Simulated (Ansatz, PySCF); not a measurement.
Breaking the B1–H2 bond in BBrH2 (SMILES BBr) (multiplicity 1 held, fragments rigid). Energies count from the point at 1.183 Å.
Geometry at that point (charge 0, multiplicity 1):
```xyz
4

B     -0.8490    -1.2912     0.2112
H     -0.4717    -2.0737     1.0149
H     -1.8265    -1.4215    -0.4431
Br     0.1869     0.2843    -0.0465
```

U- levels take the lowest unrestricted solution at each point, which mixes spins at long bonds. Active spaces are followed from a long bond inwards. Curves can end on different states.

Correlated levels freeze the cores. Filled d and f shells under p-block atoms count as core. Rows in 3-21G, LANL2DZ carry no dispersion term and start afresh at each structure; the Pople sets are all-electron and without relativity. LANL2DZ brings its own core potentials from Na on.

The values were computed with Ansatz (Gaussian basis) for Hartree–Fock, density functionals and correlated methods; PySCF for 3-21G rows, LANL2DZ rows. 

Other levels give for the energy at R = 3.787 Å: U-PBE/cc-pVTZ 437.1; U-B3LYP/cc-pVTZ 452.6; U-wB97X-V/cc-pVTZ 460.5; FIC-MRCISD+Q on CASSCF(2,2)/cc-pVTZ 452.3 kJ/mol.

Question: What do these common cheap choices give for the same quantity: R-HF/3-21G, U-HF/LANL2DZ, R-BP86/LANL2DZ, R-B3LYP/LANL2DZ, U-B3LYP/LANL2DZ?

Answer: R-HF/3-21G 787.3; U-HF/LANL2DZ 367.2; R-BP86/LANL2DZ 550.9; R-B3LYP/LANL2DZ 603.0; U-B3LYP/LANL2DZ 458.3 kJ/mol. They span 367.2 to 787.3 kJ/mol.

Doubts at one or more of the structures used: a restricted determinant that unrestricted orbitals would lower (R-HF/3-21G); a spin-contaminated determinant (U-HF/LANL2DZ, U-B3LYP/LANL2DZ, U-PBE/cc-pVTZ, U-B3LYP/cc-pVTZ, U-wB97X-V/cc-pVTZ).

Ansatz is an electronic-structure program.
